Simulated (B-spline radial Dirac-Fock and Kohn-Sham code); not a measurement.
## Te²⁺: non-radiative channels of the 1s vacancy

System: Te²⁺ in the configuration [Kr] 4d10 5s2 5p2, inside a Watson sphere of charge -2 and radius 2.7 Å (a model of the Madelung potential; inside it an electron's potential energy is raised by 10.7 eV).

Method: a relativistic independent-particle model: LDA orbitals of the hole state, radiative multipoles to third order, Auger rates from the Coulomb interaction with a continuum orbital, Dirac-Fock energies. Computed with a radial atomic solver. Kinetic energies are configuration averages from the vacuum level; the two-hole energies are estimated from single-hole states. The rates lack the Breit term, which in heavy atoms raises K-L1L1 and K-L1L2.

| transition | kinetic energy (eV) | width (meV) | share (%) |
| --- | --- | --- | --- |
| K-L1L1 | 21764.5 | 76.5 | 6.4 |
| K-L1L2 | 22105.0 | 97.4 | 8.1 |
| K-L1L3 | 22379.9 | 134 | 11.2 |
| K-L2L3 | 22683.8 | 326 | 27.2 |
| K-L3L3 | 22956.5 | 161 | 13.4 |
| K-L1M1 | 25783.3 | 26.9 | 2.2 |
| K-L1M3 | 25968.6 | 25.3 | 2.1 |
| K-L2M3 | 26299.0 | 52.1 | 4.3 |
| K-L3M2 | 26516.6 | 50.4 | 4.2 |
| K-L3M3 | 26572.2 | 52.1 | 4.3 |

The listed channels hold 83 % of the non-radiative rate. Summed by principal shells, of 1.20 eV in all: KLL 67.4 %, KLM 24.5 %, KLN 4.7 %, KMM 2.1 %, KMN 0.8 %, KLO 0.3 %.
